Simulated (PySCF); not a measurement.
Deuteron quadrupole couplings in `C[Si@H](F)[SiH]([SiH3])[SiH3]`

Compound: CH11FSi4.
Geometry (GFN2-xTB, Å), atoms numbered from 1 in this order:
```xyz
17
CH11FSi4 angstrom
C     -2.425   -1.058    0.222
Si    -0.777   -1.462   -0.627
F     -0.090   -2.607    0.304
Si     0.721    0.317   -0.629
Si     2.759   -0.201    0.382
Si    -0.223    2.280    0.203
H     -3.025   -1.952    0.370
H     -2.264   -0.610    1.199
H     -3.013   -0.359   -0.364
H     -1.047   -2.226   -1.845
H      0.994    0.572   -2.067
H      3.606   -1.082   -0.424
H      2.559   -0.861    1.674
H      3.552    1.004    0.650
H     -0.503    2.178    1.639
H      0.662    3.436    0.037
H     -1.493    2.644   -0.433
```

Level: PBE0/pcSseg-1 (PySCF, non-relativistic); Q(2H) = 0.00286 b; rigid geometry, the same for H and D, with no vibrational averaging.

**Question.** Rank these positions by the coupling χzz of a deuteron there, largest first.
A. H9 (methyl hydrogen)
B. H10 (Si–H hydrogen)
C. H11 (Si–H hydrogen)

**Answer.** A (219 kHz), B (108 kHz), C (102 kHz).

**Question.** Give the electric field gradient Vzz (the principal value of largest size), its asymmetry and the 2H coupling at each hydrogen.

**Answer.** 
```json
{"atom": "H7", "bonded to": "C1", "bond length (Å)": "1.087", "Vzz (au)": "0.3236", "η": "0.01", "χzz (kHz)": "217"}
{"atom": "H8", "bonded to": "C1", "bond length (Å)": "1.087", "Vzz (au)": "0.3217", "η": "0.01", "χzz (kHz)": "216"}
{"atom": "H9", "bonded to": "C1", "bond length (Å)": "1.086", "Vzz (au)": "0.3253", "η": "0.01", "χzz (kHz)": "219"}
{"atom": "H10", "bonded to": "Si2", "bond length (Å)": "1.463", "Vzz (au)": "0.1605", "η": "0.01", "χzz (kHz)": "108"}
{"atom": "H11", "bonded to": "Si4", "bond length (Å)": "1.486", "Vzz (au)": "0.1524", "η": "0.00", "χzz (kHz)": "102"}
{"atom": "H12", "bonded to": "Si5", "bond length (Å)": "1.464", "Vzz (au)": "0.1641", "η": "0.01", "χzz (kHz)": "110"}
{"atom": "H13", "bonded to": "Si5", "bond length (Å)": "1.464", "Vzz (au)": "0.1639", "η": "0.01", "χzz (kHz)": "110"}
{"atom": "H14", "bonded to": "Si5", "bond length (Å)": "1.468", "Vzz (au)": "0.1613", "η": "0.01", "χzz (kHz)": "108"}
{"atom": "H15", "bonded to": "Si6", "bond length (Å)": "1.467", "Vzz (au)": "0.1624", "η": "0.00", "χzz (kHz)": "109"}
{"atom": "H16", "bonded to": "Si6", "bond length (Å)": "1.465", "Vzz (au)": "0.1641", "η": "0.00", "χzz (kHz)": "110"}
{"atom": "H17", "bonded to": "Si6", "bond length (Å)": "1.466", "Vzz (au)": "0.1633", "η": "0.01", "χzz (kHz)": "110"}
```

**Question.** Average by the element that carries the hydrogen.

**Answer.** on C: 217 kHz over 3 positions, mean bond length 1.087 Å; on Si: 109 kHz over 8 positions, mean bond length 1.468 Å.

**Question.** How does χzz go with the bond length over the 8 Si–H bonds?

**Answer.** A straight-line fit has a slope of -3.3 kHz for each 0.01 Å, with a correlation coefficient of -0.94, over lengths from 1.463 to 1.486 Å. The longer bonds have the smaller couplings here.

Geometry: GFN2-xTB, one conformer, isolated molecule. GFN2-xTB bond lengths can be off by several hundredths of an ångström, more for odd bonds, and the gradients follow them. The basis is small and wasn't made for field gradients, so the couplings can be 20 % off.

These values come from a run that also computed NMR shieldings. Hardware: Intel Xeon at 2.50 GHz, one thread (shared host). Cost: 84 s wall, 0.84 GiB resident at most.
